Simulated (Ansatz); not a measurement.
Reaction (formal exchange of groups at a C–C bond): `CC1C[SiH2]S1` + `FCS` → `CC(F)S` + `C1CS[SiH2]1`

Gas-phase electronic energies from Ansatz, PBE0-D4/def2-TZVP geometries. CCSD(T)/CBS is the MP2 limit (def2-TZVPP, def2-QZVPP) plus CCSD(T) − MP2 in def2-TZVPP, frozen cores. Functionals use def2-TZVPP. One conformer a species, not always the lowest.

Question: Is it downhill or uphill in electronic energy at CCSD(T)/CBS, and by how much? (Estimate.)

Answer: Ansatz gave: Downhill: ΔE = -4.5 kJ/mol.

Question: What do these levels give: B2PLYP, PBE, MP2/def2-TZVPP, SCS-MP2/def2-TZVPP, CCSD(T)/def2-TZVPP, CCSD/CBS(def2)? (Best estimate.)

Answer: The calculation gave: B2PLYP -5.4, PBE -5.9, MP2/def2-TZVPP -1.9, SCS-MP2/def2-TZVPP -3.0, CCSD(T)/def2-TZVPP -4.1, CCSD/CBS(def2) -5.3 kJ/mol.

Largest T1 diagnostic among the species: 0.011.

The D4 term adds +3.1 kJ/mol with B3LYP and +1.9 kJ/mol with PBE0; it sums over pairs of atoms, weighted by their polarisabilities, and B3LYP, whose exchange is more repulsive, gets the larger term. In def2-TZVPP, CCSD(T) changes the Hartree–Fock value by +3.8 kJ/mol (the triples alone add +0.8 kJ/mol) and MP2 by +6.1 kJ/mol.

B3LYP here is the variant with VWN-RPA as its local correlation; programs differ in this.
